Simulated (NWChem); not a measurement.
System: GaNH3F; SMILES [NH2][GaH][F]

NWChem input:

```
start job
memory heap 200 mb stack 900 mb global 1100 mb
geometry units angstroms noautoz
  Ga    -0.321303    -0.052721     0.007626
  H     -1.869799    -0.195068    -0.061358
  F      0.673073    -1.508429    -0.006255
  N      0.654364     1.480675     0.026000
  H      1.654689     1.474045     0.177447
  H      0.241452     2.390091     0.183724
end
basis spherical
  * library def2-svp
end
dft
  xc optx lyp
  iterations 150
  mulliken
end
task dft energy
```

The geometry was optimised at B3LYP/6-31G* (spherical d).

Q: What results follow from this input? (OLYP/def2-SVP.) Quantities: energy (Ha); highest occupied level (eV); orbital gap (eV); dipole (D).

A: 
```yaml
energy (Ha): -2081.44
highest occupied level (eV): -5.94
orbital gap (eV): 5.03
dipole (D): 2.67
```
